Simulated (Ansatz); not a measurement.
Input file for Ansatz (a first-principles code): U-PBE/cc-pV(T+d)Z on AlH3O2 (SMILES [OH][AlH][OH]), a point of a bond scan (R = 2.738 Å). Files ending in .json are basis or fitting sets from the Basis Set Exchange.

Ansatz 0.2 input:
```yaml
crystal:
  periodic: [false, false, false]
  atoms:
    - {symbol: Al, position_ang: [-0.35083796, -0.22531071, -0.18690700]}
    - {symbol: H, position_ang: [-2.44401788, -1.60518160, -1.28837814]}
    - {symbol: O, position_ang: [-0.12879702, 1.39194619, -0.63416865]}
    - {symbol: H, position_ang: [0.57601648, 1.94766290, -0.29821585]}
    - {symbol: O, position_ang: [0.73397506, -0.91514665, 0.92276728]}
    - {symbol: H, position_ang: [0.69039347, -1.81921166, 1.23553693]}
basis:
  gaussian:
    orbitals: cc-pV_T+d_Z.json
hamiltonian:
  xc: {name: PBE}
magnetization: {spin_polarized: true, initial_magnetization: 0}
```

The head of its log:

```
WARN ansatz: RAYON_NUM_THREADS=1 ignored (pool sized by the plan → 1); use --threads N
Functional definition: PBE
integrals: 0.04 GiB planned
800 factors; their error is unknown
mean field: 0.46 GiB planned
mean field evaluation 1: about -10720.0202 eV, gradient 6.6e1 eV
mean field evaluation 2: about -10621.4007 eV, gradient 1.5e2 eV
```

Task: Give the final energy of this run.

Result: -394.4679 hartree.
